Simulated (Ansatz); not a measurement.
Relaxation of CH3NSSi (7 atoms, charge 0, multiplicity 1), to a largest force component of 0.015 eV/Å in at most 40 steps.

These are results of RKS PBE0-D4/def2-SVP in Ansatz 0.2.0, not measurements.

```xyz
7
Properties=species:S:1:pos:R:3
S -0.831 1.047 -1.634
C -0.260 0.228 -0.375
N 0.902 0.124 0.121
Si -0.598 -0.828 1.006
H -2.145 0.687 -1.483
H -0.158 -2.240 0.905
H -0.602 -0.248 2.362
```

Problem. Where does it end, and by what steps?

Solution. It converged. After 6 steps the energy has fallen by 0.727 eV; Si4 moved furthest, 0.32 Å.

| step | energy less start (eV) | largest force component (eV/Å) | accepted |
| --- | --- | --- | --- |
| 0 | 0.0000 | 3.556 | yes |
| 1 | -0.4191 | 1.951 | yes |
| 2 | -0.6731 | 1.334 | yes |
| 3 | -0.5779 | 2.812 | no |
| 4 | -0.7249 | 0.079 | yes |
| 5 | -0.7267 | 0.063 | yes |
| 6 | -0.7269 | 0.005 | yes |

```xyz
7
Properties=species:S:1:pos:R:3
S -0.888 1.116 -1.738
C -0.300 0.231 -0.361
N 0.887 0.134 0.109
Si -0.283 -0.827 1.089
H -2.174 0.737 -1.590
H -0.259 -2.305 0.969
H -0.674 -0.316 2.425
```

Whether the end is a true minimum wasn't checked by a vibrational analysis.

The run took 21 s on 1 thread of Intel(R) Xeon(R) Processor @ 2.70GHz (shared host), peak memory 0.16 GiB.
